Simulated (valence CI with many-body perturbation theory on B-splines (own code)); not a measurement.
# Eu³⁰⁺: calculated level list

Calculated by valence CI with perturbative core correlation (CI+MBPT): five valence electrons over a frozen Dirac-Fock core [Ar] 3d10, a basis of 11 s, 11 p, 10 d, 8 f, 5 g, 2 h functions for each j, with the one-electron correlation potential Σ1 (screened to all orders), the two-electron term Σ2, the three-electron term Σ3, Breit, model QED; selected single and double excitations, second order for the rest, scaled by the run's own slope (own B-spline code, finite nucleus).

The last digits are not significant, and no measured levels were compared; by estimate large intervals hold to a few tenths of a per cent, small ones and those within an open d or f shell to about a per cent. Among the levels kept, up to 2000 cm⁻¹ of a level comes from second order outside the variational space, and about a tenth of that is noise between levels of different J, which matters for small intervals.

Levels 1 to 45 of 169, with energies above the lowest level, (4s^2 4p1/2^2 4p3/2) J=3/2. "Leading %" is the weight of the configuration and term that name the level; weights of strongly mixed levels are sums over their largest components and can fall short. In the jj column 3d3/2^4 stands for four electrons in 3d with j = 3/2.

```csv
No.,Configuration,Term,J,E (eV),Leading %,Leading jj,g,Second component
1,4s²4p³,²P°,3/2,0.00,43,4s^2 4p1/2^2 4p3/2 (98 %),1.406,31 % 4s²4p³ ⁴S°
2,4s²4p³,⁴S°,3/2,34.97,52,4s^2 4p1/2 4p3/2^2 (98 %),1.436,46 % 4s²4p³ ²D°
3,4s²4p³,²D°,5/2,39.20,98,4s^2 4p1/2 4p3/2^2 (98 %),1.197,
4,4s²4p³,²P°,1/2,44.55,98,4s^2 4p1/2 4p3/2^2 (98 %),0.662,
5,4s²4p³,²P°,3/2,80.17,54,4s^2 4p3/2^3 (98 %),1.286,28 % 4s²4p³ ²D°
6,4s4p⁴,⁴P,5/2,104.52,72,4s 4p1/2^2 4p3/2^2 (90 %),1.505,20 % 4s4p⁴ ²D
7,4s²4p²4d,⁴F,3/2,111.92,19,4s^2 4p1/2^2 4d3/2 (57 %),0.999,16 % 4s²4p²4d ²D
8,4s4p⁴,²S,1/2,117.14,50,4s 4p1/2^2 4p3/2^2 (88 %),2.221,40 % 4s4p⁴ ⁴P
9,4s²4p²4d,⁴F,3/2,122.01,24,4s 4p1/2^2 4p3/2^2 (46 %),0.990,19 % 4s4p⁴ ⁴P
10,4s²4p²4d,⁴F,5/2,129.31,26,4s^2 4p1/2^2 4d5/2 (86 %),1.192,26 % 4s²4p²4d ⁴D
11,4s4p⁴,⁴P,3/2,142.31,55,4s 4p1/2 4p3/2^3 (78 %),1.440,21 % 4s4p⁴ ²D
12,4s4p⁴,²D,5/2,147.08,47,4s 4p1/2 4p3/2^3 (61 %),1.232,15 % 4s4p⁴ ⁴P
13,4s²4p²4d,⁴F,3/2,148.66,27,4s^2 4p1/2 4p3/2 4d3/2 (74 %),1.009,26 % 4s²4p²4d ²P
14,4s²4p²4d,⁴D,1/2,148.83,55,4s^2 4p1/2 4p3/2 4d3/2 (78 %),0.553,17 % 4s²4p²4d ²P
15,4s²4p²4d,²F,5/2,151.21,50,4s^2 4p1/2 4p3/2 4d3/2 (68 %),0.985,31 % 4s²4p²4d ⁴F
16,4s²4p²4d,²G,7/2,154.01,38,4s^2 4p1/2 4p3/2 4d3/2 (89 %),1.079,31 % 4s²4p²4d ⁴F
17,4s4p⁴,²P,1/2,157.91,30,4s 4p1/2 4p3/2^3 (49 %),1.016,30 % 4s²4p²4d ⁴D
18,4s²4p²4d,⁴D,7/2,158.31,48,4s^2 4p1/2 4p3/2 4d5/2 (98 %),1.312,34 % 4s²4p²4d ⁴F
19,4s4p⁴,²P,3/2,161.07,32,4s 4p1/2 4p3/2^3 (50 %),1.129,20 % 4s4p⁴ ²D
20,4s²4p²4d,²G,9/2,162.80,53,4s^2 4p1/2 4p3/2 4d5/2 (97 %),1.210,45 % 4s²4p²4d ⁴F
21,4s²4p²4d,⁴P,5/2,164.09,39,4s^2 4p1/2 4p3/2 4d5/2 (48 %),1.259,18 % 4s²4p²4d ²F
22,4s²4p²4d,²P,3/2,165.13,29,4s^2 4p1/2 4p3/2 4d3/2 (49 %),1.129,26 % 4s²4p²4d ⁴D
23,4s²4p²4d,⁴P,1/2,168.82,36,4s^2 4p1/2 4p3/2 4d3/2 (78 %),2.002,33 % 4s²4p²4d ²S
24,4s²4p²4d,⁴D,5/2,169.30,39,4s^2 4p1/2 4p3/2 4d5/2 (44 %),1.209,21 % 4s²4p²4d ²F
25,4s²4p²4d,²P,3/2,171.02,41,4s^2 4p1/2 4p3/2 4d5/2 (47 %),1.466,30 % 4s²4p²4d ⁴P
26,4s²4p²4d,²G,7/2,172.15,38,4s^2 4p1/2 4p3/2 4d5/2 (79 %),1.079,35 % 4s²4p²4d ²F
27,4s²4p²4d,²D,5/2,175.93,53,4s^2 4p1/2 4p3/2 4d5/2 (74 %),1.169,16 % 4s²4p²4d ⁴P
28,4s²4p²4d,²D,3/2,176.49,69,4s^2 4p1/2 4p3/2 4d5/2 (75 %),0.854,9 % 4s²4p²4d ⁴F
29,4s²4p²4d,²P,1/2,179.96,69,4s^2 4p1/2 4p3/2 4d5/2 (74 %),1.019,13 % 4s²4p²4d ²S
30,4s4p⁴,²P,1/2,191.70,29,4s 4p3/2^4 (54 %),1.587,21 % 4s²4p²4d ²S
31,4s²4p²4d,²F,7/2,198.82,47,4s^2 4p3/2^2 4d5/2 (95 %),1.263,41 % 4s²4p²4d ⁴D
32,4s²4p²4d,²P,1/2,199.73,57,4s^2 4p3/2^2 4d3/2 (71 %),1.149,26 % 4s²4p²4d ⁴P
33,4s²4p²4d,⁴F,9/2,200.32,53,4s^2 4p3/2^2 4d5/2 (97 %),1.229,45 % 4s²4p²4d ²G
34,4s²4p²4d,²D,3/2,200.46,40,4s^2 4p3/2^2 4d3/2 (88 %),1.158,26 % 4s²4p²4d ⁴P
35,4s²4p²4d,²D,5/2,201.15,33,4s^2 4p3/2^2 4d3/2 (78 %),1.210,18 % 4s²4p²4d ⁴P
36,4s²4p²4d,²F,7/2,204.68,70,4s^2 4p3/2^2 4d3/2 (84 %),1.095,20 % 4s²4p²4d ²G
37,4s²4p²4d,²D,3/2,209.28,56,4s^2 4p3/2^2 4d3/2 (76 %),0.969,26 % 4s²4p²4d ²P
38,4s²4p²4d,²D,5/2,210.79,80,4s^2 4p3/2^2 4d5/2 (97 %),1.204,12 % 4s²4p²4d ⁴D
39,4s²4p²4d,²S,1/2,216.47,27,4s^2 4p3/2^2 4d5/2 (43 %),1.770,17 % 4s²4p²4d ⁴P
40,4s²4p²4d,²D,3/2,218.34,52,4s^2 4p3/2^2 4d5/2 (81 %),1.094,33 % 4s²4p²4d ²P
41,4s4p³4d,⁶D°,5/2,218.49,35,4s 4p1/2^2 4p3/2 4d3/2 (86 %),1.353,21 % 4s4p³4d ⁴F°
42,4s4p³4d,⁶D°,3/2,218.75,41,4s 4p1/2^2 4p3/2 4d3/2 (85 %),1.465,14 % 4s4p³4d ⁴P°
43,4s4p³4d,⁶D°,1/2,218.82,50,4s 4p1/2^2 4p3/2 4d3/2 (87 %),2.743,35 % 4s4p³4d ⁴P°
44,4s4p³4d,⁶D°,7/2,220.18,37,4s 4p1/2^2 4p3/2 4d3/2 (68 %),1.375,21 % 4s4p³4d ⁴F°
45,4s²4p²4d,²D,5/2,221.46,53,4s^2 4p3/2^2 4d5/2 (84 %),1.125,33 % 4s²4p²4d ²F
```

The ionisation energy to 4s²4p² ³P0 of the next ion comes out as 1168.4 eV (NIST: 1167 ± 4 eV (theoretical)). All 169 levels together are meant to be complete up to 338.11 eV.
